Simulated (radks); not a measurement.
Results of a calculation; reference values are marked as such.
Question: Valence configurations of Ti IV (all share [Ar]). Code: a radial shooting solver on a logarithmic mesh with Libxc functionals. Model: Dirac Kohn-Sham, PBEsol, spin-unpolarised, spherical densities, finite nucleus; open shells fill j = l - 1/2 first; Fermi nuclear charge, rms radius 3.5921 fm. Order these by energy: 3d0.5 4s0.5; 4s1; 3d0.5 4p0.5; 3d1; 4p1.

Answer: From the lowest, in eV above it: 3d1 0.000; 3d0.5 4s0.5 4.666; 3d0.5 4p0.5 7.440; 4s1 10.231; 4p1 15.956. NIST lists [Ar] 3d1 as the ground configuration; this level of theory agrees among the configurations tried. The energies are those of spherical spin-averaged densities, not of single terms.
